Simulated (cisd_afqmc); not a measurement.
Input (X2C-AFQMC/CISD/cc-pwCVTZ-DK; cisd_afqmc is a phaseless AFQMC code with CISD trial states that reads the integrals written by Ansatz): The .json basis holds the Basis Set Exchange's core-valence set for the 3d metal and cc-pVXZ-DK of the same size for its partners.

Ansatz 0.2 input:
```python
import cisd_afqmc

open("ham.yaml", "w").write("""\
crystal:
  periodic: [false, false, false]
  atoms:
    - {symbol: Zn, position_ang: [0.00000000, 0.00000000, 0.00000000]}
    - {symbol: Br, position_ang: [0.00000000, 0.00000000, 2.24105628]}
    - {symbol: Br, position_ang: [-0.00000000, -0.00000000, -2.24105628]}
basis:
  gaussian:
    orbitals: cc-pwCVTZ-DK.json
magnetization: {spin_polarized: false}
correlation: {method: ccsd, frozen_orbitals: {Br: 14, Zn: 5}, hamiltonian_folder: ham}
""")
rep = cisd_afqmc.ansatz("ham.yaml")
e_ccsd = rep["correlation"]["coupled_cluster"]["energy"]["hartree"]
out = cisd_afqmc.run("ham", e_ccsd, trial="CISD", walkers=100, populations=8, threads=8, dt=0.005, steps=40, early=36, settle=10, least=32,
    cut=5e-5, rank_cut=2e-4, target=0.0006, seconds=3000, seed=4, memory=12960, gpu=False)
```

Output:

```
orbitals 155, occupied [17], factors 976 of 1215, rank of the doubles 901 of 2346
E(HF) = -7003.306394
E(CCSD) on the cut factors = -7004.550011, shift to the whole factors -0.000010
Energy of the trial state on the determinant = -7004.549973
  tau behind 10.8 of longer steps, mean of the populations' last blocks
   2.0  -7004.58516
   4.0  -7004.58775
   6.0  -7004.59149
   8.0  -7004.58916
  10.0  -7004.58365
  12.0  -7004.58595
  14.0  -7004.58849
blocks 510 (0 outliers left out), error by blocks joined: 1: 0.00085, 2: 0.00092, 4: 0.00094, 8: 0.00097, 16: 0.00110
E(AFQMC/CISD) = -7004.58786 +/- 0.00110
```
